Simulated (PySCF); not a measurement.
# Computed structure and properties of [Gd(H2CO)]3+

System: [Gd(H2CO)]3+ (singlet in the valence; each metal's 4f electrons, 7 of them, lie in its core potential, out of spins and levels); start: template (C2v). Method: PySCF 2.14.0, RKS PBE0, Gd lcecp-1-SVP with ECP53, O def2-SVP, C def2-SVP, H def2-SVP; non-relativistic Hamiltonian with scalar-relativistic core potentials where named; density fitting; no spin-orbit coupling.

Input of the relaxation:

```python
mol = gto.M(atom='''
Gd     0.00000     0.00000    -0.49203
O      0.00000     0.00000     1.98047
C      0.00000     0.00000     3.20047
H      0.94000    -0.00000     3.78047
H     -0.94000     0.00000     3.78047''',
    basis={'Gd': 'lcecp-1-SVP', 'O': 'def2-SVP', 'C': 'def2-SVP', 'H': 'def2-SVP'},
    ecp={'Gd': 'lcecp-1-SVP'},
    charge=3, spin=0)
mf = dft.RKS(mol, xc='PBE0')
mf.grids.atom_grid = (50, 194)  # f atoms: unpruned, at least (60, 302)
mf = mf.density_fit()  # fitting sets: Gd AutoAux, O def2-universal-JKFIT, C def2-universal-JKFIT, H def2-universal-JKFIT
mf.conv_tol = 1e-08; mf.max_cycle = 55
mf.kernel(dm0)  # dm0: converged density of the start geometry
# quasi-Newton relaxation in Cartesian coordinates to a largest gradient under 0.00045 Eh/bohr, steps kept in the point group
```

Run from Python with OMP_NUM_THREADS=2; the lines above give its settings. Where DIIS fails, smearing, a level shift and second-order steps follow.
It took 2.2 min on 2 threads of Intel(R) Xeon(R) Processor @ 2.50GHz (Skylake/Cascade Lake), with other jobs on the host, from the converged density of the start.

Course of the relaxation:

| step | energy above end (eV) | largest force component within the symmetry (eV/Å) |
| --- | --- | --- |
| 0 | 0.7519 | 4.386 |
| 1 | 0.3783 | 2.502 |
| 2 | 0.1492 | 3.823 |
| 3 | 0.0291 | 0.904 |
| 4 | 0.0032 | 0.289 |
| 5 | 0.0001 | 0.094 |
| 6 | 0.0000 | 0.018 |
| 7 | 0.0000 | 0.002 |

Relaxed geometry (C2v):

```xyz
5

Gd    0.0000    0.0000   -0.2026
O     0.0000    0.0000    1.8903
C     0.0000    0.0000    3.1582
H     0.9718    0.0000    3.7020
H    -0.9718    0.0000    3.7020
```

```json
{"contact": "Gd1–O2 (H2CO)", "Å": "2.093"}
```

On the finer grid (75, 302):

| Quantity | Value |
| --- | --- |
| HOMO | -25.21 eV |
| LUMO | -19.50 eV |
| Dipole about the centre of mass | 4.80 D |
| Set of Mulliken populations of Gd1 outside the core potential | s 2.04, p 6.04, d 0.43, f 0.03 |
| D3(BJ) dispersion energy (not in the energies) | -0.089 eV |

```
atom  Mulliken (e)  Löwdin (e)  spin (e)
 Gd1          2.45        2.31      0.00
  O2         -0.38       -0.10      0.00
  C3          0.40        0.53      0.00
  H4          0.26        0.13      0.00
  H5          0.26        0.13      0.00
```

The 4f levels lie in the core potential and are missing. Their spin isn't counted.

On the grid (50, 194), as all that follows. Harmonic modes: a minimum; lowest 254 cm⁻¹ (negative: unstable), highest 3162 cm⁻¹, zero-point energy 0.777 eV.

Taking off one H2CO (charge 0, singlet; the rest: singlet) in vacuum, both parts rigid, costs 6.32 eV; the small basis without counterpoise inflates it. Parting with an electron moved from the ligand to the metal can be far cheaper, even downhill.

Rigid scan of H2CO along the line from its metal:

distance to O2 (Å), energy (eV) and a bar:
```
     1.79      1.286 ##############################
     1.89      0.486 ###########
     1.99      0.104 ##
     2.09      0.000 
     2.19      0.077 ##
     2.29      0.264 ######
     2.49      0.798 ###################
```

One start shape was tried, so this needn't be the lowest isomer.

An lcecp potential fixes the number of 4f electrons, so in runs with it no electron can move into or out of that shell.
